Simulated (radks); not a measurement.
The mean radii <r> (bohr) of the occupied orbitals of an atom or ion are listed with their occupations. Method: Dirac Kohn-Sham, LDA (Slater exchange, Perdew-Wang correlation), spin-unpolarised, spherical densities, point nucleus; computed with a radial shooting solver on a logarithmic mesh with Libxc functionals.

orbital  occ.      <r>
1s1/2       2  0.01967
2s1/2       2  0.08279
2p1/2       2  0.06874
2p3/2       4  0.07624
3s1/2       2   0.2165
3p1/2       2   0.2062
3p3/2       4   0.2203
3d3/2       4   0.1936
3d5/2       6   0.1979
4s1/2       2   0.4881
4p1/2       2   0.4957
4p3/2       4   0.5285
4d3/2       4   0.5538
4d5/2       6   0.5654
5s1/2       2    1.208
5p1/2       2    1.362
5p3/2       4    1.477
4f5/2       6   0.7689
4f7/2       8   0.7893

Name the element and its charge. Open shells, if any, fill j = l - 1/2 first.

Answer. Z = 70, ytterbium, charge +2: Yb2+ in [Xe] 4f14. The 1s radius gives Z: for a bare nucleus <r> = (2 gamma + 1)/(2Z) with gamma = sqrt(1 - (Z/c)^2), 0.01942 bohr for Z = 70, and screening makes it slightly larger (0.01967 here). The occupations add up to 68, and the charge is Z minus that.
